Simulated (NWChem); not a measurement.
Molecule: C3H7FSi; SMILES C/C([SiH3])=C/F

All runs: NWChem. Pople sets run with spherical d functions. Medium grid unless said otherwise, to which SCAN and Minnesota functionals are sensitive. Geometry: optimised at PBE0/def2-SVP. Not confirmed as a minimum by frequencies. Hybrids' shares of exact exchange are those that their runs print; pure functionals count as 0. The functionals differ in more than this share.

| row | share of exact exchange | highest occupied level (eV) |
|---|---|---|
| PBE/6-31G* | 0.00 | -5.79 |
| OLYP/6-31G* | 0.00 | -5.65 |
| B3LYP/6-31G* | 0.20 | -6.79 |
| B97-2/6-31G* | 0.21 | -6.83 |
| r2SCAN0/6-31G* | 0.25 | -7.25 |
| PBE0/6-31G* | 0.25 | -7.06 |
| M06/6-31G* | 0.27 | -7.10 |
| MPW1K/6-31G* | 0.43 | -8.00 |
| BHandHLYP/6-31G* | 0.50 | -8.14 |
| M06-2X/6-31G* | 0.54 | withheld |

Q: Fit a straight line of the last column on the one before it, predict the withheld value, and compare with the run.

A: 
1. Means of the 9 shown rows: x = 0.234, y = -6.957. Slope Σ(x − x̄)(y − ȳ)/Σ(x − x̄)² = -1.118/0.2222 = -5.032; intercept -5.777.
2. The shown rows scatter about the line by 0.101 (root mean square); the largest residual is -0.21, at r2SCAN0/6-31G*.
3. At x = 0.54 (M06-2X/6-31G*; beyond the shown range) the line gives -8.49.
4. The run gives -8.30, +0.19 from the line, 1.9 times the scatter.
